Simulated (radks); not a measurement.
Valence configurations of P (all share [Ne]). All-electron calculation, scalar-relativistic Kohn-Sham, r2SCAN, spin-polarised, spherical densities, finite nucleus; open shells are filled with parallel spins first; meta-GGA in the generalised Kohn-Sham scheme; Fermi nuclear charge, rms radius 3.1889 fm. Program: a radial shooting solver on a logarithmic mesh with Libxc functionals. Energies are relative to 3s2 3p3; eigenvalues in eV for spin up.

\begin{tabular}{lrrrr}
valence & E (eV) & moment (Bohr magnetons) & e(3p) & e(3s) \\ \hline
3s2 3p3 & 0.000 & 3 & -6.684 & -15.683 \\
3s1 3p4 & 8.467 & 3 & -7.586 & -16.913 \\
3p5 & 20.141 & 1 & -7.290 & - \\
3s1.5 3p3.5 & 4.341 & 3 & -7.102 & -16.261 \\
\end{tabular}

NIST lists [Ne] 3s2 3p3 as the ground configuration; this level of theory agrees among the configurations tried. The energies are those of spherical high-spin densities, not of single terms.
